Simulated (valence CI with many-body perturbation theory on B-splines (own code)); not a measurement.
# Which ion has this spectrum?

A relativistic CI+MBPT calculation for an atom or ion with 23 electrons gives these levels (cm⁻¹):

```csv
J,Parity,E,g
5/2,even,0.0,1.83
5/2,even,85856,1.09
7/2,even,131022,1.11
3/2,even,135252,1.33
11/2,even,137615,1.18
5/2,even,149621,1.09
9/2,even,149991,1.16
1/2,even,160395,1.89
7/2,even,187704,1.23
5/2,even,194436,1.23
7/2,even,214443,1.15
11/2,even,214525,1.03
3/2,even,222998,1.00
1/2,even,224001,0.67
```

The energies are calculated, and their last digits are not significant.

Question: Which is it?
A. Cd25+
B. I30+
C. Xe31+
D. Sb28+

Answer: D. Sb28+, ground level (3d3/2^3 3d5/2^2) J=5/2 [a].
